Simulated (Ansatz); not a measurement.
Spectroscopic constants of OF-, multiplicity 3 (an upper state: multiplicity 1 came lower at CCSD(T)/def2-TZVPP on PBE0 minima).

The constants come from a fifth-degree fit in 1/R (seven points, main isotopes). Runs in def2 and cc sets follow the lowest solution found near the PBE0 minimum.

Correlated levels freeze the cores.

Programs: Ansatz (Gaussian orbitals). Values without a source in brackets are computed.

```
level               r_e (Å)  ω_e (cm⁻¹)  ω_e x_e (cm⁻¹)
------------------  -------  ----------  --------------
PBE/def2-TZVPP        2.079         323             8.0
PBE0/def2-TZVPP       2.045         356             6.9
wB97X-V/def2-TZVPP    2.024           …             6.0
CCSD/def2-TZVPP       2.052         334             8.6
CCSD(T)/def2-TZVPP        …           …             8.2
```

Task: Some entries are withheld; supply them.

Result: 
- CCSD(T)/def2-TZVPP, r_e (Å): 2.027
- CCSD(T)/def2-TZVPP, ω_e (cm⁻¹): 369
- wB97X-V/def2-TZVPP, ω_e (cm⁻¹): 387

Ansatz is a quantum-chemistry and plane-wave program.
